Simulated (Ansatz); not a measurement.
Basis sets compared for Mg₂I₃. Charge 0, multiplicity 2. Geometry PBE-D4/def2-SVP. Ansatz on 4 threads of Arm Neoverse V2 on a shared host; times are rough, and most runs start from earlier orbitals.

```
atom   x (Å)   y (Å)   z (Å)
 Mg1  -0.048  -0.750   0.539
 Mg2   0.137   2.247  -1.619
  I3   1.733  -0.144  -1.467
  I4  -0.155  -2.827   2.059
  I5  -1.667   1.473   0.488
```

In the def2 sets I takes a core potential, while STO-3G treats all electrons; there is no spin–orbit coupling. The structure comes from a short search, and lower isomers may exist.

STO-3G and 6-31G are all-electron sets without relativity, so their totals don't compare with the def2 sets.

Binding counts from free atoms (Mg singlet, I doublet) in the same basis, without a counterpoise term.

| level | functions | energy (Eh) | HOMO (eV) | LUMO (eV) | binding per atom (eV) | wall time |
| --- | --- | --- | --- | --- | --- | --- |
| HF/STO-3G | 99 | -20946.6043 | -4.13 | 6.34 | – | 1.9 s |
| PBE-D4/def2-SVP | 114 | -1293.0630 | -4.72 | -3.59 | 1.92 | 2.7 s |
| PBE0-D4/def2-SVP | 114 | -1293.1861 | -5.55 | -2.90 | 1.92 | 4.7 s |

Estimate the rows for HF/def2-TZVP, PBE-D4/def2-TZVP (with forces), PBE0-D4/def2-TZVP.


```
                         level  functions  energy (Eh)  HOMO (eV)  LUMO (eV)  binding per atom (eV)  wall time
                  HF/def2-TZVP        214   -1289.4687      -7.49       0.05                   1.52      4.2 s
PBE-D4/def2-TZVP (with forces)        214   -1293.2349      -4.73      -3.59                   1.92      5.5 s
             PBE0-D4/def2-TZVP        214   -1293.3567      -5.53      -2.88                   1.94      8.5 s
```
